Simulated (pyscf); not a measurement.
## •H₂C–GaH–F, doublet

Gas-phase minimum from PySCF at ωB97X-D3(BJ)/def2-SVP, one conformer. •H₂C–GaH–F lies 24.7 kcal/mol over its isomer [H₃C–Ga–F]•, and others may lie lower still (electronic energy, ωB97M-D3(BJ)). 

```
Ga
F 1 1.7626
H 1 1.5544 2 115.03
C 1 1.9233 3 130.64 2 179.97
H 4 1.0968 1 123.33 3 -1.02
H 4 1.0968 5 114.43 1 179.91
```
Charge 0, spin multiplicity 2.

Properties at ωB97X-D3(BJ)/def2-SVP:

- Harmonic wavenumbers, unscaled = 179, 215, 472, 601, 611, 652, 705, 729, 1371, 2058, 3154, 3264 cm⁻¹
- Zero-point energy = 20.0 kcal/mol
- Rotational symmetry number = 1
- Entropy of this conformer at 298 K and 1 atm, rigid rotor and harmonic oscillator, modes under 100 cm⁻¹ raised to 100 = 301.6 J/(mol K)
- Dipole moment = 2.54 D
- Spin expectation value S2 = 0.753

Single-point totals, which compare only within one level (frozen core for MP2 and CC):

```
level                   total energy (hartree)
----------------------  ----------------------
ωB97X-D3(BJ)/def2-TZVP             -2064.63127
PBE/def2-TZVP                      -2064.19591
r²SCAN/def2-TZVP                   -2064.56984
B3LYP-D3(BJ)/def2-TZVP             -2064.70347
PBE0-D3(BJ)/def2-TZVP              -2064.24520
M06-2X/def2-TZVP                   -2064.58134
ωB97M-D3(BJ)/def2-TZVP             -2064.69408
UHF/def2-TZVPP                     -2062.36107
MP2/def2-TZVPP                     -2062.98233
CCSD/def2-TZVPP                    -2062.99749
CCSD(T)/def2-TZVPP                 -2063.01905
```

Soft torsions are taken as harmonic, which can shift the entropy by several J/(mol K). The CCSD(T) − MP2 part came from Ansatz, without density fitting, on the same reference. The frozen core leaves the outer d or s,p core shells of the metals and heavy elements correlated in the MP2 and CC values, and def2-TZVPP describes them poorly, so these totals are far from the basis limit. Elements up to Kr have no core potential and no relativistic terms here.
